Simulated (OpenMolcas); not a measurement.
# Lines of S+: computed and rescaled rates

* Program: OpenMolcas
* Method: SS-RASPT2, IPEA 0.25 Eh, imaginary shift 0.1 Eh (closed shells correlated: 2s 2p)
* Basis: ANO-RCC [8s7p5d4f2g]
* Scalar Hamiltonian: DKH2, point nucleus
* Active space: 5 electrons in 9 orbitals (RAS2 3s 3p; RAS3 3d, at most 2 electrons)
* State averaging: 2S+1 = 4 odd, 1 root; 2S+1 = 2 odd, 8 roots; 2S+1 = 4 even, 3 roots; 2S+1 = 2 even, 8 roots
* Spin-orbit coupling: RASSI with atomic mean-field integrals over the reference wave functions, term energies averaged over their components

Rates come from the transition moments of the reference wave functions (E1 and E2 in the length form). At fixed line strength A goes as λ^-3 for E1 and M1 and as λ^-5 for E2, so a rate at the computed wavelength can be rescaled to the measured one. Measured vacuum wavelengths follow from level energies in NIST Handbook of Basic Atomic Spectroscopic Data. Branching counts decays inside the model space alone, at computed energies, and the table is only a selection of the E2 and M1 lines, drawn from those between levels with measured partners whose computed energy lies within a factor of 1.5 of the measured one.

```csv
Upper,Lower,Type,λ computed (nm),λ measured (nm),A computed (s-1),A rescaled (s-1),Branching %
3s² 3p³ ²P°_1/2,3s² 3p³ ²D°_5/2,E2,1002,1037,7.97e-02,6.71e-02,25.1
3s² 3p³ ²P°_3/2,3s² 3p³ ²D°_5/2,E2,1000,1032,1.40e-01,1.20e-01,28.5
3s² 3p³ ²P°_3/2,3s² 3p³ ²D°_5/2,M1,1000,1032,3.51e-02,,7.1
3s² 3p³ ²P°_1/2,3s² 3p³ ²D°_3/2,E2,999.5,1034,1.21e-01,1.02e-01,38.1
3s² 3p³ ²P°_1/2,3s² 3p³ ²D°_3/2,M1,999.5,1034,3.90e-02,,12.3
3s² 3p³ ²P°_3/2,3s² 3p³ ²D°_3/2,M1,997.8,1029,6.28e-02,,12.7
3s² 3p³ ²P°_3/2,3s² 3p³ ²D°_3/2,E2,997.8,1029,6.02e-02,5.16e-02,12.2
3s² 3p³ ²D°_3/2,3s² 3p³ ⁴S°_3/2,M1,673,673.3,4.39e-04,,78.2
3s² 3p³ ²D°_3/2,3s² 3p³ ⁴S°_3/2,E2,673,673.3,1.22e-04,,21.8
3s² 3p³ ²D°_5/2,3s² 3p³ ⁴S°_3/2,E2,672,671.8,1.92e-04,,95.1
3s² 3p³ ²P°_1/2,3s² 3p³ ⁴S°_3/2,M1,402.2,407.8,7.80e-02,,24.5
3s² 3p³ ²P°_3/2,3s² 3p³ ⁴S°_3/2,M1,401.9,407,1.94e-01,,39.4
```

Spin-changing lines and M1 lines between different terms are not rescaled, since their strength hangs on the term gaps too.

The largest correction is for 3s² 3p³ ²P°_1/2 → 3s² 3p³ ²D°_5/2 (E2): 7.97e-02 × (1002 / 1037)^5 = 6.71e-02 s-1, a factor of 0.84.

No measured rate stands beside these. Rescaling mends the energy factor alone: line strengths can still be far off where a level mixes with configurations outside the active space, and weak or spin-changing lines hang on small mixing coefficients that depend on the term gaps too, so rescaling need not improve them.

The run also gave levels led by 3s² 3p² 3d, which use shells meant for correlation; these and all levels above them are left out. Computed and measured levels are paired by configuration, term and J; levels that our copy of the source lacks, or whose pairing is in doubt (as where it misses far off the trend of its configuration), stay unpaired. Only configurations of the active space appear.

° marks odd parity.
